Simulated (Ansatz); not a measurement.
One change: `[F][GeH]([AlH2])[SiH3]` becomes `C[O][GeH]([F])[AlH2]`.

Ansatz, PBE0-D4/def2-TZVP geometries, multiplicity 1. Each molecule was computed in one conformer, which needn't be the lowest.

Scalar relativity is left out up to krypton.

```json
{"property": "HOMO–LUMO gap (ωB97M-V/def2-TZVPP) / eV", "`[F][GeH]([AlH2])[SiH3]`": "8.65"}
{"property": "HOMO energy (PBE/def2-TZVPP) / eV", "`[F][GeH]([AlH2])[SiH3]`": "-6.38"}
{"property": "LUMO energy (B3LYP/def2-TZVPP) / eV", "`[F][GeH]([AlH2])[SiH3]`": "-2.54"}
{"property": "size of the dipole moment (PBE/def2-TZVPP) / D", "`[F][GeH]([AlH2])[SiH3]`": "2.00"}
{"property": "HOMO energy (B3LYP/def2-TZVPP) / eV", "`[F][GeH]([AlH2])[SiH3]`": "-7.26"}
{"property": "size of the dipole moment (ωB97M-V/def2-TZVPP) / D", "`[F][GeH]([AlH2])[SiH3]`": "2.21"}
```

(1) Give the same properties after the change, and the shifts. (An estimate is asked.)

## Answers

(1) Computed: 
| property | `C[O][GeH]([F])[AlH2]` | shift |
| --- | --- | --- |
| HOMO–LUMO gap (ωB97M-V/def2-TZVPP) / eV | 9.19 | 0.54 |
| HOMO energy (PBE/def2-TZVPP) / eV | -6.51 | -0.13 |
| LUMO energy (B3LYP/def2-TZVPP) / eV | -2.62 | -0.08 |
| size of the dipole moment (PBE/def2-TZVPP) / D | 1.76 | -0.24 |
| HOMO energy (B3LYP/def2-TZVPP) / eV | -7.70 | -0.44 |
| size of the dipole moment (ωB97M-V/def2-TZVPP) / D | 1.95 | -0.26 |

With PBE0 the HOMO falls by 0.44 eV and the LUMO falls by 0.06 eV, so the gap widens by about 0.38 eV. PBE moves the HOMO by -0.13 eV and ωB97M-V by -0.57 eV. Dipoles are sizes alone; their direction can turn.

B3LYP here is the variant with VWN-RPA as its local correlation; programs differ in this.
